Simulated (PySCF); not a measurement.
**Excitation energy of Fe(2+) by level of theory**

Fe(2+) [Ar] 3d6 (5D) → Fe(2+) [Ar] 3d5 4p1 (7P), as a difference of total energies. Calculation: PySCF 2.14, in x2c-TZVPPall with one added diffuse shell each of s, p, d, f type (7s6p5d3f1g, 80 functions); scalar relativity by spin-free X2C-1e. Correlated levels: valence and next inner shell: [Ne] frozen. The calculations carry no spin-orbit coupling.

| method | excitation energy (eV) |
| --- | --- |
| UHF | 8.473 |
| MP2 (valence and next inner shell) | 10.022 |
| SCS-MP2 (valence and next inner shell) | 10.162 |
| CCSD (valence and next inner shell) | 9.772 |
| CCSD(T) (valence and next inner shell) | 9.803 |

Question: How much does correlation contribute at CCSD(T) (valence and next inner shell)?

Answer: 9.803 − (8.473) = 1.330 eV, measured against UHF.
